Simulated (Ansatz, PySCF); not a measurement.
The pair A = CH4 (SMILES C) (first 5 atoms), B = CH3F (SMILES CF); geometry from B3LYP-D3(BJ)/def2-TZVP.
(charge 0, multiplicity 1):
```xyz
10

C      0.009    -0.067     0.191
H     -0.359     0.613     0.957
H     -0.437    -1.052     0.331
H     -0.259     0.312    -0.794
H      1.094    -0.146     0.262
C      0.112    -0.042     3.987
F     -0.530     1.093     3.504
H      0.961     0.269     4.597
H     -0.595    -0.614     4.590
H      0.454    -0.638     3.141
```

Rows in 6-31G* carry no dispersion term and start afresh at each structure (6-31G* with six Cartesian d functions).

Run with Ansatz (a program for electronic structure) with Gaussian orbitals; PySCF for 6-31G* rows. Values without a source in brackets are computed.

Total energies (hartree), monomers frozen at their geometry in the pair:

```
structure              HF/aug-cc-pVDZ  PBE/def2-TZVPPD  B3LYP/6-31G*
---------------------  --------------  ---------------  ------------
AB                       -179.2568566     -180.1146989  -180.2543826
A in the pair's basis     -40.1998305      -40.4643375   -40.5185146
B in the pair's basis    -139.0575894     -139.6497329  -139.7359214
A                         -40.1996289      -40.4643119   -40.5183396
B                        -139.0574026     -139.6496941  -139.7337377
```

**Question.** Work out the interaction energy without and with the counterpoise correction, and the superposition error, for each level.

**Answer.** 
E(AB) − E(A) − E(B), times 627.509 kcal/mol, with the monomers in their own basis and then in the pair's basis:
- HF/aug-cc-pVDZ: 0.11 uncorrected, 0.35 corrected; the monomers gain 0.24 kcal/mol from borrowed functions
- PBE/def2-TZVPPD: -0.43 uncorrected, -0.39 corrected; the monomers gain 0.04 kcal/mol from borrowed functions
- B3LYP/6-31G*: -1.45 uncorrected, 0.03 corrected; the monomers gain 1.48 kcal/mol from borrowed functions
